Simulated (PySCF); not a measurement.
Sn(H)2(vinyl)(OH) (C₂H₆OSn), SMILES C=[CH][SnH2][OH].

Coordinates come from a PBE0-D3(BJ)/def2-SVP optimisation. The structure was generated by enumeration; whether it is a known compound was not checked. The def2 effective core potentials stand for the cores of Sn; spin–orbit coupling is left out. One conformer was computed; it need not be the lowest.

Calculation: M06-2X/def2-TZVP (PySCF).

Isolated molecule, no solvent.

```
Quantity                                                                                                       Result
---------------------------------------------------------------------------------------------  ----------------------
total energy                                                                                       -369.23632 hartree
highest occupied level                                                                                       -9.32 eV
lowest empty level                                                                                           -0.12 eV
orbital gap                                                                                                   9.20 eV
dipole moment                                                                                                  2.40 D
quadrupole, principal values (traceless, Buckingham form, about the centre of nuclear charge)   -8.41, 1.59, 6.81 D·Å
mean static polarisability                                                                       65.0 bohr³ (9.64 Å³)
polarisability, principal values                                                               53.5, 60.5, 81.0 bohr³
```
